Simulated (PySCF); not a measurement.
## Dipole response of Ni⁺ (nickel, charge +1)

[Ar] 3d9, 2D determinant. Computed with PySCF 2.14 in dyall-av2z, with no relativity, point nucleus. Coupled (time-dependent) response in atomic units; α is the mean over directions. A double-zeta set is small for polarisabilities.

| method | mean α (bohr³) | α xx, yy, zz | C₆ (like pair) | S(−4) |
| --- | --- | --- | --- | --- |
| MN15 | 7.213 | 6.743, 6.743, 8.154 | 23.39 | 49.80 |
| PBEsol | 8.330 | 7.736, 7.736, 9.519 | 26.76 | 81.91 |

S(−4) is the Cauchy moment in α(ω) = α(0) + S(−4) ω² + …

α(iu) at PBEsol:

| u (hartree) | α(iu) (bohr³) |
| --- | --- |
| 0 | 8.330 |
| 0.0500 | 8.133 |
| 0.100 | 7.620 |
| 0.200 | 6.280 |
| 0.300 | 5.148 |
| 0.500 | 3.785 |
| 0.750 | 2.915 |
| 1.00 | 2.381 |
| 1.50 | 1.688 |
| 2.00 | 1.251 |
| 3.00 | 0.7637 |
| 5.00 | 0.3821 |

A single London oscillator, α(iu) = α/(1 + u²/ω²), gives C₆ = (3/4) ω α². Matching the computed C₆ needs ω = 4 × 26.76 / (3 × 8.330²) = 0.514 hartree.

For an ion, C₆ is the dispersion term alone; charge-induced terms of lower order in 1/R come first.

The components differ because the open shell of this determinant is not spherical; for a pure term their mean is the scalar polarisability.
